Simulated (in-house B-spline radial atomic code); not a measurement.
The outermost shell (largest non-relativistic mean radius) with and without relativity; Dirac values are averaged over j. Computed with a B-spline radial code for spherical atoms: non-relativistic Hartree-Fock and Dirac-Hartree-Fock, averages of the configuration (point nuclei without relativity, finite nuclei with it).

```tsv
ion	configuration	outermost shell	radius non-relativistic (bohr)	radius Dirac (bohr)	radius change (%)	level non-relativistic (eV)	level Dirac (eV)	spin-orbit splitting (eV)
Be+	[He] 2s1	2s	2.28	2.2796	-0.019481	-18.127	-18.13	-
S+	[Ne] 3s2 3p3	3p	1.9033	1.9028	-0.029851	-21.984	-21.971	0.10086
Sr+	[Kr] 5s1	?	?	?	?	?	?	?
La+	[Xe] 5d2	5d	2.8319	2.9205	3.129	-10.618	-10.194	0.12701
Yb+	[Xe] 4f14 6s1	?	?	?	?	?	?	?
Lu+	[Xe] 4f14 6s2	6s	3.6551	3.4235	-6.3369	-11.939	-12.772	-
```

Q: Fill in the row of Sr+.

A: outermost shell: 5s; radius non-relativistic (bohr): 4.1152; radius Dirac (bohr): 4.0538; radius change (%): -1.4926; level non-relativistic (eV): -10.310; level Dirac (eV): -10.466.

Q: Fill in the row of Yb+.

A: outermost shell: 6s; radius non-relativistic (bohr): 4.0346; radius Dirac (bohr): 3.7617; radius change (%): -6.765; level non-relativistic (eV): -10.538; level Dirac (eV): -11.315.

Q: Which member changes most?

A: Ytterbium (Yb+): its 6s shell contracts by 6.8 %.
